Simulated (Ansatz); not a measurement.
**Two structures, one formula**

The two ends of one reaction step of SiH₅SBr, singlet (PBE0-D4/def2-TZVP).

A:

```xyz
8
angstrom
Si -0.3318 -1.1423 0.0038
S 1.4112 0.0577 0.3964
H -0.1472 -1.6144 -1.3872
H -0.3885 -2.2900 0.9413
H -1.5634 -0.3272 0.1268
H 0.3886 1.9182 -0.5723
Br -0.3991 2.9851 -1.1446
H 1.0302 0.4130 1.6358
```

B:

```
8
angstrom
Si -0.9116 -0.7987 -0.7305
S 1.7668 0.5863 1.6167
H -1.9322 -1.4476 -1.5865
H 0.3982 -1.4652 -0.8904
H -1.3498 -0.7923 0.6815
H 1.9771 1.1651 0.4246
Br -0.7253 1.3096 -1.4251
H 0.7769 1.4429 1.9099
```

Computed with Ansatz 0.2.0 (basis: def2-TZVPP); correlated methods freeze the cores. Filled d shells of the heavier atoms are correlated. The def2 sets are not built for correlating such inner shells, so the correlated values are less sure here. B3LYP uses VWN-RPA correlation.

Q: Which structure is lower at CCSD(T), and by how much? (To be estimated.)

A: By the calculation: B, by 31.4 kJ/mol (electronic energy, against the other). By their contacts, A is a complex of SiH₄S ([SiH3][SH]) + HBr and B is a complex of SiH₃Br ([SiH3][Br]) + H₂S.

All methods give the same order:

```
      method  E(B) − E(A) (kJ/mol)
       SPW92                 -14.3
      PBE-D4                 -21.0
     BLYP-D4                 -24.1
   r2SCAN-D4                 -26.8
      B97M-V                 -28.9
     PBE0-D4                 -26.2
    B3LYP-D4                 -28.5
  r2SCAN0-D4                 -30.2
    BHLYP-D4                 -35.3
CAM-B3LYP-D4                 -30.8
     wB97X-V                 -33.2
     wB97M-V                 -34.3
      B2PLYP                 -30.4
    PBE-QIDH                 -30.1
  RPA on PBE                 -33.4
          HF                 -47.4
         MP2                 -30.8
        CCSD                 -34.3
     CCSD(T)                 -31.4
```

The T1 diagnostic stays at or below 0.009.

Labels in which every atom is bracketed show which atoms are joined, not bond orders.

For scale, one of the runs: CCSD(T)/def2-TZVPP, 202 basis functions, launched by `ansatz run in.yaml --threads 4 --pin off --events-out ev --progress --plain --max-ram 9574MiB`. The run took 60 s on 4 CPU threads of an Arm Neoverse V1 (shared host), with 2.3 GiB of host memory at its peak.
